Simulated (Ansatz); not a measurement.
`FC(F)(Cl)C(F)(F)Cl` → 2 `F[C](F)Cl`• at 400 K and 1 bar (homolysis of the C–C bond).

Computed with Ansatz on PBE0-D4/def2-TZVP structures; ΔE is electronic, products minus reactants. CCSD(T)/CBS adds triple-zeta CCSD(T) − MP2 to the extrapolated MP2 energy (def2 sets, frozen cores). Open shells (•) are unrestricted, without spin–orbit coupling. Each species was taken in one conformer, which may not be the lowest.

```
             species  CCSD(T)/CBS energy (Eh)  H − E (kJ/mol)  S (J/(mol·K))
`FC(F)(Cl)C(F)(F)Cl`              -1394.80585           102.6          397.0
        `F[C](F)Cl`•               -697.32900            45.8          302.8
```

H − E and S are ideal-gas, rigid-rotor, harmonic terms from PBE0-D4/def2-TZVP, for one conformer and one mirror image of each species, with the whole ground term of open shells counted as degenerate. 1 Eh = 2625.50 kJ/mol, R = 8.31446 J/(mol·K).

Q: By hand: ΔE, ΔH, ΔS and ΔG.

A: ΔE = 2 × (-697.32900) − (-1394.80585) = 0.14785 Eh = 388.2 kJ/mol. Δ(H − E) = 2 × 45.8 − 102.6 = -11.0, so ΔH = 377.2 kJ/mol. ΔS = 2 × 302.8 − 397.0 = 208.6 J/(mol·K). ΔG = 377.2 − 400 × (208.6)/1000 = 293.8 kJ/mol.

Q: By hand: the equilibrium constant, and the temperature at which ΔG would vanish if ΔH and ΔS stayed fixed.

A: log₁₀ K = −ΔG/(RT ln 10) = -38.4. ΔG = 0 at ΔH/ΔS = 1808 K.

The number of gas molecules changes by +1, which sets the sign of ΔS. A doubt of 5 kJ/mol in ΔE shifts log₁₀ K by 0.7 here. Other conformers and mirror images would add mixing entropy, several J/(mol·K) or more a flexible species. These are equilibria of isolated gas molecules and say nothing of rates. Largest T1 diagnostic: 0.015 (customary marks: 0.02 for closed shells, 0.045 for open ones).
